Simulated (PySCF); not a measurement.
C4H8SSe.
Z-matrix (Å and degrees, PBE0-D3(BJ)/def2-SVP geometry), rows numbered from 1:
```
C 
C   1  1.3411
S   2  1.7534  1  127.25
C   3  1.8018  2  102.63  1   -11.60
Se  2  1.9150  1  120.52  3   176.15
C   5  1.9469  2   98.35  1   119.22
H   1  1.0930  2  122.33  3    -2.46
H   1  1.0917  2  119.91  3   178.25
H   4  1.1003  3  110.96  2   -55.22
H   4  1.1000  3  111.51  2    67.66
H   4  1.0987  3  106.31  2  -173.87
H   6  1.0975  5  110.37  2   -67.54
H   6  1.0972  5  110.04  2    54.65
H   6  1.0985  5  106.48  2   173.37
```

Level: CAM-B3LYP/def2-SVPD in PySCF, non-relativistic, on one gas-phase PBE0-D3(BJ)/def2-SVP geometry that isn't relaxed in the solvent. The solvent is an IEF-PCM continuum (cavity from Bondi-type radii × 1.2), and excitations are vertical TDDFT with non-equilibrium linear response and a frozen core. Only the electrostatic response of the medium enters. Spin–orbit coupling is left out although an atom past zinc is present.

Gas-phase singlets (H = HOMO, L = LUMO):

```tsv
state	E (eV)	λ (nm)	f	leading configurations
S1	4.684	265	0.009	H→L 55%, H-1→L 27%
S2	5.411	229	0.028	H→L+1 34%, H→L+2 21%, H-1→L+2 10%
S3	5.490	226	0.083	H-1→L 28%, H-1→L+1 27%, H→L+1 16%
S4	5.610	221	0.062	H-1→L 30%, H→L+2 18%, H→L 14%
S5	5.824	213	0.031	H→L+3 61%, H-1→L+3 17%
```

Problem. How does the list change in tetrahydrofuran (ε = 7.426)?

Solution. 
```csv
state,E (eV),λ (nm),f,leading configurations,change by rank (eV)
S1,4.770,260,0.014,"H→L 40%, H-1→L 38%",+0.086
S2,5.434,228,0.199,"H→L 41%, H→L+1 25%, H-1→L 24%",+0.023
S3,5.489,226,0.036,"H-1→L+1 31%, H→L+1 24%, H-1→L 24%",-0.001
S4,5.669,219,0.021,"H→L+3 29%, H-1→L+3 15%, H-1→L+1 9%",+0.059
S5,5.830,213,0.046,"H→L+2 52%, H-1→L+2 32%",+0.006
```

Problem. What are the lowest 5 singlets in methanol (ε = 32.61)?

Solution. 
```tsv
state	E (eV)	λ (nm)	f	leading configurations	change by rank (eV)
S1	4.797	258	0.013	H-1→L 41%, H→L 37%	+0.113
S2	5.456	227	0.190	H→L 44%, H-1→L 24%, H→L+1 21%	+0.045
S3	5.511	225	0.031	H-1→L+1 32%, H→L+1 27%, H-1→L 22%	+0.021
S4	5.694	218	0.021	H→L+3 31%, H-1→L+3 13%, H-1→L+1 8%	+0.084
S5	5.840	212	0.046	H→L+2 49%, H-1→L+2 34%	+0.016
```

Problem. How do the frontier levels move from gas to methanol?

Solution. 
| orbital | gas (eV) | solvent (eV) | change (eV) | Löwdin shares, gas | Löwdin shares, solvent |
| --- | --- | --- | --- | --- | --- |
| LUMO+2 | 1.12 | 1.14 | +0.02 | S3 25 %, Se5 21 %, C1 8 %, C2 8 % | Se5 63 %, S3 10 %, C6 7 %, C1 6 % |
| LUMO+1 | 0.96 | 1.00 | +0.04 | Se5 32 %, S3 25 %, C2 8 %, C4 8 % | Se5 52 %, S3 14 %, C2 10 %, C1 4 % |
| LUMO | 0.63 | 0.63 | 0.00 | Se5 26 %, C1 22 %, C2 22 %, S3 8 % | Se5 25 %, C1 23 %, C2 23 %, S3 9 % |
| HOMO | -7.51 | -7.61 | -0.10 | Se5 43 %, S3 15 %, C1 15 %, C2 13 % | Se5 27 %, S3 25 %, C1 18 %, C2 15 % |
| HOMO-1 | -7.75 | -7.84 | -0.09 | S3 36 %, Se5 27 %, C2 11 %, C1 8 % | Se5 42 %, S3 26 %, C2 10 %, C6 7 % |
| HOMO-2 | -9.81 | -9.84 | -0.03 | Se5 40 %, C2 17 %, C6 13 %, S3 11 % | Se5 39 %, C2 17 %, C6 12 %, S3 11 % |
| HOMO-3 | -10.52 | -10.50 | +0.02 | S3 33 %, C2 20 %, C1 12 %, Se5 11 % | S3 31 %, C2 20 %, C1 12 %, Se5 11 % |

The HOMO–LUMO gap goes from 8.15 to 8.24 eV. Rows go by rank; for HOMO-1, HOMO, LUMO, LUMO+1 and LUMO+2 the atom shares or the degeneracy differ between the runs, so the row needn't follow one orbital.
